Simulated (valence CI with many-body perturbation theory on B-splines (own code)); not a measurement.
**E1 line list for Sn XXXVI**

Computed by valence CI with perturbative core correlation (CI+MBPT): five valence electrons over a frozen Dirac-Fock core [Ne], radial functions for each j: 9 s, 9 p, 8 d, 6 f, 3 g, 1 h, with the one-electron correlation potential Σ1 (screened to all orders), the two-electron term Σ2, the three-electron term Σ3, Breit, model QED; selected single and double excitations, second order for the rest (own B-spline code, finite nucleus).

The last digits are not significant, and no measured levels were compared; by estimate large intervals hold to a few tenths of a per cent, small ones and those within an open d or f shell to about a per cent. Among the levels kept, up to 540 cm⁻¹ of a level comes from second order outside the variational space, and about a tenth of that is noise between levels of different J, which matters for small intervals.

Lines 101 to 150 of 211 in falling wavelength, among levels below 300.87 eV, chosen from the strongest by gf and those to the six lowest levels. Wavelengths and rates use the calculated energies. Electric multipoles are in the length gauge, E1 and E2 with the static RPA response of the core. Weak lines are less certain than strong ones. Lines between different terms over intervals too small for the method are left out, as are lines whose strength nearly cancels. Where a level lies close to another of its J and parity, the split of strength between their lines is uncertain. The highest levels of a list are the least certain.

Levels are named by their leading jj configuration (3d3/2^4 stands for four electrons in 3d with j = 3/2), which in mixed levels can hold well under half, so a name can repeat and another be missing. Letters in brackets count levels of one name in rising energy.

```
λ vac (Å)                               Upper                       Lower   A (s⁻¹)  log gf  Branch %
    95.93  (3s^2 3p1/2 3p3/2 3d3/2) J=5/2 [a]  (3s^2 3p1/2 3p3/2^2) J=5/2  1.84e+08   -2.82      14.2
    95.87  (3s^2 3p1/2 3p3/2 3d3/2) J=3/2 [a]  (3s^2 3p1/2 3p3/2^2) J=5/2  3.32e+08   -2.74       2.6
    92.76        (3s 3p1/2 3p3/2^3) J=3/2 [a]  (3s^2 3p1/2 3p3/2^2) J=5/2  6.91e+08   -2.45       9.0
    92.37      (3s 3p1/2^2 3p3/2 3d5/2) J=5/2  (3s 3p1/2^2 3p3/2^2) J=3/2  5.89e+08   -2.34       1.4
    91.15      (3s^2 3p1/2 3p3/2 3d3/2) J=7/2  (3s^2 3p1/2 3p3/2^2) J=5/2  1.70e+08   -2.77     100.0
    91.15          (3s^2 3p1/2^2 3d3/2) J=3/2  (3s^2 3p1/2^2 3p3/2) J=3/2  6.39e+07   -3.50       9.4
    90.78      (3s 3p1/2^2 3p3/2 3d3/2) J=5/2  (3s 3p1/2^2 3p3/2^2) J=5/2  1.92e+09   -1.85      20.1
    90.77  (3s^2 3p1/2 3p3/2 3d3/2) J=5/2 [a]  (3s^2 3p1/2 3p3/2^2) J=3/2  8.55e+07   -3.20       6.6
    90.72  (3s^2 3p1/2 3p3/2 3d3/2) J=3/2 [a]  (3s^2 3p1/2 3p3/2^2) J=3/2  9.68e+07   -3.32       0.8
    90.58      (3s 3p1/2^2 3p3/2 3d5/2) J=5/2  (3s^2 3p1/2^2 3d5/2) J=5/2  6.95e+08   -2.29       1.7
    90.16  (3s 3p1/2^2 3p3/2 3d3/2) J=3/2 [a]  (3s 3p1/2^2 3p3/2^2) J=5/2  3.64e+09   -1.75      28.9
    90.10  (3s^2 3p1/2 3p3/2 3d3/2) J=1/2 [a]  (3s^2 3p1/2 3p3/2^2) J=3/2  4.57e+06   -4.95       0.1
    89.52          (3s 3p1/2^2 3p3/2^2) J=5/2  (3s^2 3p1/2^2 3p3/2) J=3/2  1.82e+09   -1.88      27.1
    89.17      (3s 3p1/2^2 3p3/2 3d3/2) J=5/2  (3s^2 3p1/2^2 3d3/2) J=3/2  1.00e+08   -3.15       1.0
    88.92      (3s 3p1/2^2 3p3/2 3d3/2) J=7/2  (3s 3p1/2^2 3p3/2^2) J=5/2  7.43e+08   -2.15      11.8
    88.57  (3s 3p1/2^2 3p3/2 3d3/2) J=3/2 [a]  (3s^2 3p1/2^2 3d3/2) J=3/2  5.07e+08   -2.62       4.0
    88.43      (3s 3p1/2^2 3p3/2 3d3/2) J=1/2  (3s^2 3p1/2^2 3d3/2) J=3/2  4.12e+08   -3.01       5.5
    87.93        (3s 3p1/2 3p3/2^3) J=3/2 [a]  (3s^2 3p1/2 3p3/2^2) J=3/2  5.48e+09   -1.60      71.5
    87.88  (3s^2 3p1/2 3p3/2 3d5/2) J=5/2 [a]  (3s^2 3p1/2 3p3/2^2) J=5/2  1.68e+09   -1.93      56.2
    87.63          (3s^2 3p3/2^2 3d5/2) J=1/2        (3s^2 3p3/2^3) J=3/2  3.36e+09   -2.11      14.2
    87.25  (3s^2 3p1/2 3p3/2 3d5/2) J=7/2 [a]  (3s^2 3p1/2 3p3/2^2) J=5/2  1.33e+08   -2.92      99.5
    85.38  (3s^2 3p1/2 3p3/2 3d3/2) J=1/2 [b]  (3s^2 3p1/2 3p3/2^2) J=1/2  3.25e+09   -2.15       1.4
    84.23  (3s^2 3p1/2 3p3/2 3d5/2) J=3/2 [a]  (3s^2 3p1/2 3p3/2^2) J=1/2  7.39e+07   -3.50       0.1
    84.19          (3s^2 3p3/2^2 3d3/2) J=1/2        (3s^2 3p3/2^3) J=3/2  5.14e+09   -1.96       1.1
    84.18          (3s^2 3p3/2^2 3d3/2) J=5/2        (3s^2 3p3/2^3) J=3/2  4.96e+09   -1.50       1.2
    83.90      (3s^2 3p3/2^2 3d3/2) J=3/2 [a]        (3s^2 3p3/2^3) J=3/2  1.51e+08   -3.20       0.0
    83.53  (3s^2 3p1/2 3p3/2 3d5/2) J=5/2 [a]  (3s^2 3p1/2 3p3/2^2) J=3/2  3.45e+07   -3.67       1.2
    83.52  (3s^2 3p1/2 3p3/2 3d3/2) J=3/2 [b]  (3s^2 3p1/2 3p3/2^2) J=1/2  6.71e+08   -2.55       0.1
    82.58  (3s 3p1/2^2 3p3/2 3d3/2) J=3/2 [b]  (3s 3p1/2^2 3p3/2^2) J=5/2  2.75e+09   -1.95       6.4
    81.36  (3s^2 3p1/2 3p3/2 3d3/2) J=5/2 [b]  (3s^2 3p1/2 3p3/2^2) J=5/2  9.36e+07   -3.25       0.0
    81.24  (3s 3p1/2^2 3p3/2 3d3/2) J=3/2 [b]  (3s^2 3p1/2^2 3d3/2) J=3/2  2.77e+10   -0.96      64.9
    80.52  (3s^2 3p1/2 3p3/2 3d3/2) J=1/2 [c]  (3s^2 3p1/2 3p3/2^2) J=1/2  2.02e+09   -2.41       0.7
    79.35  (3s^2 3p1/2 3p3/2 3d5/2) J=3/2 [a]  (3s^2 3p1/2 3p3/2^2) J=5/2  5.03e+09   -1.72       5.8
    78.72  (3s^2 3p1/2 3p3/2 3d3/2) J=3/2 [b]  (3s^2 3p1/2 3p3/2^2) J=5/2  5.35e+09   -1.70       1.0
    78.49      (3s 3p1/2^2 3p3/2 3d5/2) J=5/2  (3s 3p1/2^2 3p3/2^2) J=5/2  2.97e+10   -0.78      72.5
    77.78      (3s 3p1/2^2 3p3/2 3d5/2) J=3/2  (3s 3p1/2^2 3p3/2^2) J=5/2  1.77e+10   -1.19      39.1
    77.70          (3s^2 3p1/2^2 3d5/2) J=5/2  (3s^2 3p1/2^2 3p3/2) J=3/2  5.28e+10   -0.54      96.2
    77.62  (3s^2 3p1/2 3p3/2 3d3/2) J=5/2 [b]  (3s^2 3p1/2 3p3/2^2) J=3/2  2.98e+10   -0.79      10.3
    77.34          (3s 3p1/2^2 3p3/2^2) J=1/2  (3s^2 3p1/2^2 3p3/2) J=3/2  4.31e+10   -1.11      84.7
    77.29      (3s^2 3p3/2^2 3d3/2) J=3/2 [b]        (3s^2 3p3/2^3) J=3/2  1.74e+10   -1.21       4.9
    77.28      (3s 3p1/2^2 3p3/2 3d5/2) J=5/2  (3s^2 3p1/2^2 3d3/2) J=3/2  8.55e+07   -3.34       0.2
    76.72  (3s^2 3p1/2 3p3/2 3d3/2) J=1/2 [b]  (3s^2 3p1/2 3p3/2^2) J=3/2  2.56e+10   -1.34      10.9
    76.71  (3s^2 3p1/2 3p3/2 3d5/2) J=3/2 [b]  (3s^2 3p1/2 3p3/2^2) J=1/2  2.91e+10   -0.99      17.4
    76.59      (3s 3p1/2^2 3p3/2 3d5/2) J=3/2  (3s^2 3p1/2^2 3d3/2) J=3/2  6.76e+09   -1.62      15.0
    76.44      (3s^2 3p3/2^2 3d5/2) J=5/2 [a]        (3s^2 3p3/2^3) J=3/2  4.28e+07   -3.65       1.8
    76.43          (3s 3p1/2^2 3p3/2^2) J=3/2  (3s^2 3p1/2^2 3p3/2) J=3/2  7.07e+10   -0.61      86.7
    76.03  (3s^2 3p1/2 3p3/2 3d3/2) J=5/2 [c]  (3s^2 3p1/2 3p3/2^2) J=5/2  4.19e+10   -0.66      20.3
    75.95  (3s^2 3p1/2 3p3/2 3d5/2) J=7/2 [b]  (3s^2 3p1/2 3p3/2^2) J=5/2  7.35e+10   -0.29     100.0
    75.79  (3s^2 3p1/2 3p3/2 3d5/2) J=3/2 [a]  (3s^2 3p1/2 3p3/2^2) J=3/2  7.57e+10   -0.58      86.6
    75.21  (3s^2 3p1/2 3p3/2 3d3/2) J=3/2 [b]  (3s^2 3p1/2 3p3/2^2) J=3/2  2.32e+08   -3.10       0.0
```
